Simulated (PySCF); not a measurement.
# From a log to its input

A PySCF 2.14 run on the atoms Be 0 0 0; H 0 0 1.216 (angstrom) printed this (some set-up lines and the per-cycle HOMO/LUMO lines with their warnings removed):

```
PySCF version 2.14.0


nuclear repulsion = 1.74071450960526
number of shells = 5
number of NR pGTOs = 36
number of NR cGTOs = 25
basis = x2c-tzvpall
ecp = {}

******** <class 'pyscf.x2c.sfx2c1e.sfX2C1eROHF'> ********
method = sfX2C1eROHF
initial guess = minao
damping factor = 0
level_shift factor = 0
DIIS = <class 'pyscf.scf.diis.CDIIS'>
SCF conv_tol = 1e-09
SCF max_cycles = 50
num. doubly occ = 2  num. singly occ = 1

******** <class 'pyscf.x2c.sfx2c1e.SpinFreeX2CHelper'> ********
approx = 1e
xuncontract = 1
init E= -15.0951845534014
cycle= 1 E= -15.1159110307531  delta_E= -0.0207  |g|= 0.108  |ddm|= 0.664
cycle= 2 E= -15.1417646176133  delta_E= -0.0259  |g|= 0.0497  |ddm|= 0.282
cycle= 3 E= -15.1476621823766  delta_E= -0.0059  |g|= 0.00854  |ddm|= 0.163
cycle= 4 E= -15.1477414772622  delta_E= -7.93e-05  |g|= 0.00222  |ddm|= 0.0211
cycle= 5 E= -15.1477493766265  delta_E= -7.9e-06  |g|= 0.000348  |ddm|= 0.00666
cycle= 6 E= -15.1477495212402  delta_E= -1.45e-07  |g|= 7.32e-05  |ddm|= 0.00262
cycle= 7 E= -15.1477495345684  delta_E= -1.33e-08  |g|= 1.2e-05  |ddm|= 0.000638
cycle= 8 E= -15.1477495347562  delta_E= -1.88e-10  |g|= 1.68e-06  |ddm|= 7.14e-05
Extra cycle  E= -15.1477495347584  delta_E= -2.19e-12  |g|= 5.24e-07  |ddm|= 3.14e-06
converged SCF energy = -15.1477495347584
Create scanner for <class 'pyscf.grad.rohf.Gradients'>
Create scanner for <class 'pyscf.x2c.sfx2c1e.sfX2C1eROHF'>
input.py

Current date and time:

#|     Arguments passed to driver run_optimizer():      |#
customengine              <pyscf.geomopt.geometric_solver.PySCFEngine object>
logIni                    <dir>
maxiter                   30
----------------------------------------------------------
Custom engine selected.
Bonds will be generated from interatomic distances less than 1.20 times sum of covalent radii
6 internal coordinates being used (instead of 6 Cartesians)
Internal coordinate system (atoms numbered from 1):
Distance 1-2
Translation-X 1-2
Translation-Y 1-2
Translation-Z 1-2
Rotation-A 1-2
Rotation-B 1-2
Rotation-C 1-2
<class 'geometric.internal.Distance'> : 1
<class 'geometric.internal.TranslationX'> : 1
<class 'geometric.internal.TranslationY'> : 1
<class 'geometric.internal.TranslationZ'> : 1
<class 'geometric.internal.RotationA'> : 1
<class 'geometric.internal.RotationB'> : 1
<class 'geometric.internal.RotationC'> : 1
> ===== Optimization Info: ====
> Job type: Energy minimization
> Maximum number of optimization cycles: 30
> Initial / maximum trust radius (Angstrom): 0.100 / 0.300
> Convergence Criteria:
> Will converge when all 5 criteria are reached:
>  |Delta-E| < 1.00e-06
>  RMS-Grad  < 3.00e-04
>  Max-Grad  < 4.50e-04
>  RMS-Disp  < 1.20e-03
>  Max-Disp  < 1.80e-03
> === End Optimization Info ===

Geometry optimization cycle 1
Cartesian coordinates (Angstrom)
 Atom        New coordinates             dX        dY        dZ
  Be   0.000000   0.000000   0.000000    0.000000  0.000000  0.000000
   H   0.000000   0.000000   1.216000    0.000000  0.000000  0.000000

WARN: Mole.unit (angstrom) is changed to Bohr

New geometry
   1 Be     0.000000000000   0.000000000000   0.000000000000 AA    0.000000000000   0.000000000000   0.000000000000 Bohr
   2 H      0.000000000000   0.000000000000   1.216000000000 AA    0.000000000000   0.000000000000   2.297906967471 Bohr

******** <class 'pyscf.scf.hf.sfX2C1eROHF_Scanner'> ********
method = sfX2C1eROHF_Scanner
initial guess = minao
damping factor = 0
level_shift factor = 0
DIIS = <class 'pyscf.scf.diis.CDIIS'>
SCF conv_tol = 1e-09
SCF max_cycles = 50
num. doubly occ = 2  num. singly occ = 1

******** <class 'pyscf.x2c.sfx2c1e.SpinFreeX2CHelper'> ********
approx = 1e
xuncontract = 1
init E= -15.1477495347584
cycle= 1 E= -15.1477495347586  delta_E= -2.27e-13  |g|= 1.72e-07  |ddm|= 9.67e-07
Extra cycle  E= -15.1477495347587  delta_E= -3.91e-14  |g|= 5.71e-08  |ddm|= 3.33e-07
converged SCF energy = -15.1477495347587

******** <class 'pyscf.grad.rhf.Gradients_Scanner'> for <class 'pyscf.scf.hf.sfX2C1eROHF_Scanner'> ********
unit = Eh/Bohr
--------------- sfX2C1eROHF_Scanner gradients ---------------
         x                y                z
0 Be     0.0000000000     0.0000000000     0.0494808135
1 H    -0.0000000000    -0.0000000000    -0.0494808135
----------------------------------------------
cycle 1: E = -15.1477495348  dE = -15.1477  norm(grad) = 0.0699764
Step    0 : Gradient = 4.948e-02/4.948e-02 (rms/max) Energy = -15.1477495348
Hessian Eigenvalues: 5.00000e-02 5.00000e-02 5.00000e-02 ... 5.00000e-02 5.00000e-02 2.35333e-01

Geometry optimization cycle 2
Cartesian coordinates (Angstrom)
 Atom        New coordinates             dX        dY        dZ
  Be  -0.000000  -0.000000  -0.055632   -0.000000 -0.000000 -0.055632
   H   0.000000   0.000000   1.271632    0.000000  0.000000  0.055632
New geometry
   1 Be    -0.000000000051  -0.000000000077  -0.055632053934 AA   -0.000000000096  -0.000000000145  -0.105129345682 Bohr
   2 H      0.000000000051   0.000000000077   1.271632053934 AA    0.000000000096   0.000000000145   2.403036313153 Bohr

******** <class 'pyscf.scf.hf.sfX2C1eROHF_Scanner'> ********
method = sfX2C1eROHF_Scanner
initial guess = minao
damping factor = 0
level_shift factor = 0
DIIS = <class 'pyscf.scf.diis.CDIIS'>
SCF conv_tol = 1e-09
SCF max_cycles = 50
num. doubly occ = 2  num. singly occ = 1

******** <class 'pyscf.x2c.sfx2c1e.SpinFreeX2CHelper'> ********
approx = 1e
xuncontract = 1
init E= -15.1332522632589
cycle= 1 E= -15.153062808526  delta_E= -0.0198  |g|= 0.0123  |ddm|= 0.045
cycle= 2 E= -15.1531512096202  delta_E= -8.84e-05  |g|= 0.00234  |ddm|= 0.025
cycle= 3 E= -15.1531557461646  delta_E= -4.54e-06  |g|= 0.000492  |ddm|= 0.00676
cycle= 4 E= -15.1531559777147  delta_E= -2.32e-07  |g|= 7.94e-05  |ddm|= 0.00275
cycle= 5 E= -15.1531559932367  delta_E= -1.55e-08  |g|= 2.38e-05  |ddm|= 0.000822
cycle= 6 E= -15.1531559939453  delta_E= -7.09e-10  |g|= 2.25e-06  |ddm|= 0.000155
Extra cycle  E= -15.1531559939494  delta_E= -4.09e-12  |g|= 6.31e-07  |ddm|= 6.24e-06
converged SCF energy = -15.1531559939494

******** <class 'pyscf.grad.rhf.Gradients_Scanner'> for <class 'pyscf.scf.hf.sfX2C1eROHF_Scanner'> ********
unit = Eh/Bohr
--------------- sfX2C1eROHF_Scanner gradients ---------------
         x                y                z
0 Be    -0.0000000000    -0.0000000000     0.0052571217
1 H     0.0000000000     0.0000000000    -0.0052571217
----------------------------------------------
cycle 2: E = -15.1531559939  dE = -0.00540646  norm(grad) = 0.00743469
Step    1 : Displace = 5.563e-02/5.563e-02 (rms/max) Trust = 1.000e-01 (=) Grad = 5.257e-03/5.257e-03 (rms/max) E (change) = -15.1531559939 (-5.406e-03) Quality = 1.039
Hessian Eigenvalues: 5.00000e-02 5.00000e-02 5.00000e-02 ... 5.00000e-02 5.00000e-02 2.10330e-01

Geometry optimization cycle 3
Cartesian coordinates (Angstrom)
 Atom        New coordinates             dX        dY        dZ
  Be  -0.000000  -0.000000  -0.062245    0.000000  0.000000 -0.006613
   H   0.000000   0.000000   1.278245   -0.000000 -0.000000  0.006613
New geometry
   1 Be    -0.000000000015  -0.000000000051  -0.062245352515 AA   -0.000000000028  -0.000000000096  -0.117626668780 Bohr
   2 H      0.000000000015   0.000000000051   1.278245352515 AA    0.000000000028   0.000000000096   2.415533636251 Bohr

******** <class 'pyscf.scf.hf.sfX2C1eROHF_Scanner'> ********
method = sfX2C1eROHF_Scanner
initial guess = minao
damping factor = 0
level_shift factor = 0
DIIS = <class 'pyscf.scf.diis.CDIIS'>
SCF conv_tol = 1e-09
SCF max_cycles = 50
num. doubly occ = 2  num. singly occ = 1

******** <class 'pyscf.x2c.sfx2c1e.SpinFreeX2CHelper'> ********
approx = 1e
xuncontract = 1
init E= -15.150709047015
cycle= 1 E= -15.1532349694652  delta_E= -0.00253  |g|= 0.00145  |ddm|= 0.00505
cycle= 2 E= -15.1532362612695  delta_E= -1.29e-06  |g|= 0.000272  |ddm|= 0.00298
cycle= 3 E= -15.1532363232789  delta_E= -6.2e-08  |g|= 5.7e-05  |ddm|= 0.000786
cycle= 4 E= -15.15323632638  delta_E= -3.1e-09  |g|= 9.35e-06  |ddm|= 0.000318
cycle= 5 E= -15.1532363265911  delta_E= -2.11e-10  |g|= 2.87e-06  |ddm|= 9.49e-05
Extra cycle  E= -15.1532363266004  delta_E= -9.24e-12  |g|= 8.35e-07  |ddm|= 2.05e-05
converged SCF energy = -15.1532363266004

******** <class 'pyscf.grad.rhf.Gradients_Scanner'> for <class 'pyscf.scf.hf.sfX2C1eROHF_Scanner'> ********
unit = Eh/Bohr
--------------- sfX2C1eROHF_Scanner gradients ---------------
         x                y                z
0 Be    -0.0000000000    -0.0000000000     0.0012071766
1 H     0.0000000000     0.0000000000    -0.0012071766
----------------------------------------------
cycle 3: E = -15.1532363266  dE = -8.03327e-05  norm(grad) = 0.00170721
Step    2 : Displace = 6.613e-03/6.613e-03 (rms/max) Trust = 1.414e-01 (+) Grad = 1.207e-03/1.207e-03 (rms/max) E (change) = -15.1532363266 (-8.033e-05) Quality = 1.223
Hessian Eigenvalues: 5.00000e-02 5.00000e-02 5.00000e-02 ... 5.00000e-02 5.00000e-02 1.62033e-01

Geometry optimization cycle 4
Cartesian coordinates (Angstrom)
 Atom        New coordinates             dX        dY        dZ
  Be  -0.000000   0.000000  -0.064217    0.000000  0.000000 -0.001971
   H   0.000000  -0.000000   1.280217   -0.000000 -0.000000  0.001971
New geometry
   1 Be    -0.000000000003   0.000000000014  -0.064216593803 AA   -0.000000000006   0.000000000026  -0.121351774940 Bohr
   2 H      0.000000000003  -0.000000000014   1.280216593803 AA    0.000000000006  -0.000000000026   2.419258742411 Bohr

******** <class 'pyscf.scf.hf.sfX2C1eROHF_Scanner'> ********
method = sfX2C1eROHF_Scanner
initial guess = minao
damping factor = 0
level_shift factor = 0
DIIS = <class 'pyscf.scf.diis.CDIIS'>
SCF conv_tol = 1e-09
SCF max_cycles = 50
num. doubly occ = 2  num. singly occ = 1

******** <class 'pyscf.x2c.sfx2c1e.SpinFreeX2CHelper'> ********
approx = 1e
xuncontract = 1
init E= -15.152483060155
cycle= 1 E= -15.1532408468095  delta_E= -0.000758  |g|= 0.00043  |ddm|= 0.0015
cycle= 2 E= -15.1532409620753  delta_E= -1.15e-07  |g|= 8.09e-05  |ddm|= 0.00089
cycle= 3 E= -15.1532409675811  delta_E= -5.51e-09  |g|= 1.7e-05  |ddm|= 0.000234
cycle= 4 E= -15.153240967856  delta_E= -2.75e-10  |g|= 2.79e-06  |ddm|= 9.47e-05
Extra cycle  E= -15.1532409678737  delta_E= -1.77e-11  |g|= 1.22e-06  |ddm|= 3.05e-05
converged SCF energy = -15.1532409678737

******** <class 'pyscf.grad.rhf.Gradients_Scanner'> for <class 'pyscf.scf.hf.sfX2C1eROHF_Scanner'> ********
unit = Eh/Bohr
--------------- sfX2C1eROHF_Scanner gradients ---------------
         x                y                z
0 Be    -0.0000000000     0.0000000000     0.0000416939
1 H     0.0000000000    -0.0000000000    -0.0000416939
----------------------------------------------
cycle 4: E = -15.1532409679  dE = -4.64127e-06  norm(grad) = 5.89641e-05
Step    3 : Displace = 1.971e-03/1.971e-03 (rms/max) Trust = 2.000e-01 (+) Grad = 4.169e-05/4.169e-05 (rms/max) E (change) = -15.1532409679 (-4.641e-06) Quality = 1.032
Hessian Eigenvalues: 5.00000e-02 5.00000e-02 5.00000e-02 ... 5.00000e-02 5.00000e-02 1.56436e-01

Geometry optimization cycle 5
Cartesian coordinates (Angstrom)
 Atom        New coordinates             dX        dY        dZ
  Be   0.000000   0.000000  -0.064287    0.000000 -0.000000 -0.000071
   H  -0.000000  -0.000000   1.280287   -0.000000  0.000000  0.000071
New geometry
   1 Be     0.000000000071   0.000000000010  -0.064287112883 AA    0.000000000133   0.000000000019  -0.121485036687 Bohr
   2 H     -0.000000000071  -0.000000000010   1.280287112883 AA   -0.000000000133  -0.000000000019   2.419392004158 Bohr

******** <class 'pyscf.scf.hf.sfX2C1eROHF_Scanner'> ********
method = sfX2C1eROHF_Scanner
initial guess = minao
damping factor = 0
level_shift factor = 0
DIIS = <class 'pyscf.scf.diis.CDIIS'>
SCF conv_tol = 1e-09
SCF max_cycles = 50
num. doubly occ = 2  num. singly occ = 1

******** <class 'pyscf.x2c.sfx2c1e.SpinFreeX2CHelper'> ********
approx = 1e
xuncontract = 1
init E= -15.1532138149147
cycle= 1 E= -15.1532409733164  delta_E= -2.72e-05  |g|= 1.55e-05  |ddm|= 5.18e-05
cycle= 2 E= -15.1532409734664  delta_E= -1.5e-10  |g|= 2.99e-06  |ddm|= 3.05e-05
Extra cycle  E= -15.1532409734735  delta_E= -7.15e-12  |g|= 8.97e-07  |ddm|= 6.84e-06
converged SCF energy = -15.1532409734735

******** <class 'pyscf.grad.rhf.Gradients_Scanner'> for <class 'pyscf.scf.hf.sfX2C1eROHF_Scanner'> ********
unit = Eh/Bohr
--------------- sfX2C1eROHF_Scanner gradients ---------------
         x                y                z
0 Be     0.0000000000     0.0000000000     0.0000002999
1 H    -0.0000000000    -0.0000000000    -0.0000002999
----------------------------------------------
cycle 5: E = -15.1532409735  dE = -5.59979e-09  norm(grad) = 4.24106e-07
Step    4 : Displace = 7.052e-05/7.052e-05 (rms/max) Trust = 2.828e-01 (+) Grad = 2.999e-07/2.999e-07 (rms/max) E (change) = -15.1532409735 (-5.600e-09) Quality = 1.008
Hessian Eigenvalues: 5.00000e-02 5.00000e-02 5.00000e-02 ... 5.00000e-02 5.00000e-02 1.56436e-01
Converged! =D

    #| If this code has benefited your research, please support us by citing: |#
    #| Wang, L.-P.; Song, C.C. (2016) "Geometry optimization made simple with |#
    #| translation and rotation coordinates", J. Chem, Phys. 144, 214108.     |#
    #|                                     |#
optimised geometry (angstrom)
Be          0.00000000        0.00000000       -0.06428711
H          -0.00000000       -0.00000000        1.28028711
orbital energies (hartree): [-4.6984 -0.4926 -0.1062  0.0686  0.0686  0.0848]
```

Task: Write the input that gave this log.

Result: The input was:

```python
from pyscf import gto, scf
from pyscf.geomopt.geometric_solver import optimize

mol = gto.M(
    atom='Be 0 0 0; H 0 0 1.216',
    basis='x2c-tzvpall',
    charge=0,
    spin=1,
    verbose=4,
)
mf = scf.ROHF(mol)
mf = mf.sfx2c1e()
mf.kernel()
mol_eq = optimize(mf, maxsteps=30)
print('optimised geometry (angstrom)')
print(mol_eq.tostring('raw'))
print('orbital energies (hartree):', mf.mo_energy[..., max(0, mol.nelec[1]-3):mol.nelec[0]+3].round(4))
```

The last line lists the levels of the start geometry. No search for the lowest solution was made.
